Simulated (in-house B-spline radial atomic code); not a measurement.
## The antimony ion Sb⁴⁺: [Kr] 4d10 5s1

All numbers are computed (Dirac-Hartree-Fock, average of configuration; Fermi nucleus of rms radius 4.6802 fm) with an all-electron radial atomic-structure program (B-spline basis), not measured.

Effective charges: Z_r = [3n² - l(l+1)]/(2<r>) from the radius, Z_e = n√(-2ε) from the energy, and Slater's rules. Values are occupation-weighted means over j. An effective charge above Z reflects the relativistic contraction of the inner shells.

```json
{"shell": "1s", "electrons": "2", "ε (eV)": "-30712", "<r> (bohr)": "0.02841", "Z_r": "52.79", "Z_e": "47.51", "Slater": "50.70"}
{"shell": "2s", "electrons": "2", "ε (eV)": "-4803.9", "<r> (bohr)": "0.122", "Z_r": "49.17", "Z_e": "37.58", "Slater": "46.85"}
{"shell": "2p", "electrons": "6", "ε (eV)": "-4315.2", "<r> (bohr)": "0.107", "Z_r": "46.74", "Z_e": "35.62", "Slater": "46.85"}
{"shell": "3s", "electrons": "2", "ε (eV)": "-1017.1", "<r> (bohr)": "0.3286", "Z_r": "41.09", "Z_e": "25.94", "Slater": "39.75"}
{"shell": "3p", "electrons": "6", "ε (eV)": "-853.07", "<r> (bohr)": "0.327", "Z_r": "38.22", "Z_e": "23.75", "Slater": "39.75"}
{"shell": "3d", "electrons": "10", "ε (eV)": "-600.94", "<r> (bohr)": "0.3044", "Z_r": "34.49", "Z_e": "19.94", "Slater": "29.85"}
{"shell": "4s", "electrons": "2", "ε (eV)": "-218.91", "<r> (bohr)": "0.7936", "Z_r": "30.24", "Z_e": "16.04", "Slater": "23.25"}
{"shell": "4p", "electrons": "6", "ε (eV)": "-166.16", "<r> (bohr)": "0.8529", "Z_r": "26.97", "Z_e": "13.98", "Slater": "23.25"}
{"shell": "4d", "electrons": "10", "ε (eV)": "-86.41", "<r> (bohr)": "1.008", "Z_r": "20.84", "Z_e": "10.08", "Slater": "11.85"}
{"shell": "5s", "electrons": "1", "ε (eV)": "-53.587", "<r> (bohr)": "1.994", "Z_r": "18.81", "Z_e": "9.92", "Slater": "7.70"}
```

The least bound orbital is 5s1/2 at -53.59 eV, and it is also the most diffuse (<r> = 1.994 bohr).

Spin-orbit splittings of the orbital energies (j = l + 1/2 above j = l - 1/2 when positive): 2p 252.9 eV, 3p 48 eV, 3d 9.835 eV, 4p 8.971 eV, 4d 1.358 eV.

For the 1s electron the small component carries 3.52 % of the norm, the zero-frequency Breit interaction raises the level by 72.19 eV, self-energy by 41.04 eV, and vacuum polarisation lowers it by 5.489 eV.

The density falls to 0.001 bohr⁻³ at 3.161 bohr; Σ<r²> = 24.886 bohr² gives, by the non-relativistic formula and without the paramagnetism of open shells, a Langevin diamagnetic susceptibility of -19.71×10⁻⁶ cm³/mol.
